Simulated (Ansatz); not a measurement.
All numbers were calculated with Ansatz.

A structure relaxed at PBE0-D4/def2-TZVP, charge 0, multiplicity 1:

| atom | x (Å) | y (Å) | z (Å) |
| --- | --- | --- | --- |
| Cl1 | -1.449 | -1.947 | 1.580 |
| Ga2 | 0.342 | -1.062 | 0.761 |
| Ge3 | -0.059 | 0.882 | -0.649 |
| H4 | 1.657 | -1.796 | 1.185 |
| H5 | -0.912 | 0.473 | -1.861 |
| H6 | -0.830 | 1.949 | 0.145 |
| H7 | 1.252 | 1.501 | -1.161 |

Problem. Give its formula and SMILES.

Solution. ClGaGeH4, `[Cl][GaH][GeH3]`.

Problem. Point group (tolerance 0.08 Å, 0.16 Å for H)?

Solution. Cs.

Problem. Summarise the bond lengths by kind.

Solution. 1 × Cl–Ga 2.159 Å; 1 × Ga–Ge 2.435 Å; 1 × Ga–H 1.564 Å; 3 × Ge–H 1.537 to 1.538 Å.
